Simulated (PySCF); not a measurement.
How methods differ on the ionisation energy of Sb⁺

Sb⁺ [Kr] 4d10 5s2 5p2 (3P) → Sb²⁺ [Kr] 4d10 5s2 5p1 (2P), as a difference of total energies. Calculation: PySCF 2.14, in cc-pVDZ-PP with ECP28MDF; scalar relativity through the core potential. Correlated levels: valence: 4s2 4p6 4d10 frozen. The calculations carry no spin-orbit coupling.

| method | ionisation energy (eV) | difference from reference (eV) |
| --- | --- | --- |
| UHF | 16.002 | -0.624 |
| r2SCAN | 16.653 | +0.027 |
| PBE0 | 16.533 | -0.093 |
| MP2 (valence) | 16.221 | -0.405 |
| SCS-MP2 (valence) | 16.167 | -0.459 |
| CCSD (valence) | 16.249 | -0.377 |
| CCSD(T) (valence) | 16.254 | -0.372 |

Reference: 16.626 ± 0.025 eV (measured; NIST Atomic Spectra Database, ionization energies).

The reference lies between the lowest fine-structure levels, while these numbers refer to the centres of the terms.

Errors of the correlated levels include the incompleteness of this basis and the frozen core.
